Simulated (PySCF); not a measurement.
## Orbital energies, ionisation energy and electron affinity

Compound: WO2Br2 (singlet state).
Geometry (PBE0-D3(BJ)/def2-SVP, Å), atoms numbered from 1 in this order:
```
atom  x, y, z in Å
W1     0.090   -0.004    0.075
O2    -0.033   -0.143    1.757
O3     1.744   -0.011   -0.285
Br4   -0.870    2.098   -0.620
Br5   -0.930   -1.940   -0.928
```

Level: CAM-B3LYP/def2-SVPD (PySCF). Frontier orbitals with their largest atomic shares (Löwdin; up to four atoms above 4 %):

| orbital | ε (eV) | main atoms |
| --- | --- | --- |
| HOMO−3 | -11.34 | Br5 35 %, Br4 34 %, W1 11 %, O3 10 % |
| HOMO−2 | -10.92 | Br5 35 %, Br4 34 %, O2 13 %, O3 13 % |
| HOMO−1 | -10.77 | Br4 42 %, Br5 40 %, O3 7 %, O2 7 % |
| HOMO | -10.70 | ? |
| LUMO | -2.59 | W1 57 %, Br5 14 %, Br4 14 %, O3 7 % |
| LUMO+1 | -1.64 | W1 57 %, O2 17 %, O3 16 %, Br5 5 % |
| LUMO+2 | -1.38 | W1 53 %, Br5 13 %, Br4 12 %, O3 11 % |

Q: What vertical ionisation energy does ΔSCF give, and how far is −ε(HOMO) from it?

A: ΔSCF: 11.62 eV (1121 kJ/mol; threshold wavelength 107 nm); ⟨S²⟩ of the doublet left behind is 0.784, against 0.75 for a pure doublet. −ε(HOMO) is 10.70 eV, 0.92 eV below it. For the exact functional −ε(HOMO) would equal the first vertical ionisation energy; CAM-B3LYP (range-separated hybrid) falls short of its own ΔSCF value by 8 %.

Q: On which atoms does the HOMO lie?

A: Br4 (bromine bonded to W) 45 %, Br5 (bromine bonded to W) 44 %, O2 (oxygen bonded to W) 4 %. The HOMO−1 lies 0.07 eV lower.

Q: And the vertical electron affinity, the fundamental gap, Mulliken's electronegativity and the hardness (with the factor ½)?

A: EA = 2.01 eV by ΔSCF (−ε(LUMO) = 2.59 eV). IE − EA = 9.61 eV against an orbital gap of 8.11 eV; (IE + EA)/2 = 6.81 eV; (IE − EA)/2 = 4.80 eV. Parr's electrophilicity index (IE + EA)²/[8(IE − EA)] is 2.42 eV.

Q: How many of the 10 lowest singlet excitations (vertical TDDFT, same level) lie below the ionisation energy?

A: All 10; they run from 4.60 to 5.83 eV.

Q: The lowest singlet excitation (vertical TDDFT, same level) lies at 4.60 eV. How far is it below IE − EA?

A: IE − EA = 9.61 eV, so by 5.01 eV.

Geometry: PBE0-D3(BJ)/def2-SVP; no solvent, vibrations or thermal averaging. Atoms past krypton carry effective core potentials; spin–orbit coupling is left out. The calculation is non-relativistic apart from the core potentials, for bromine too.
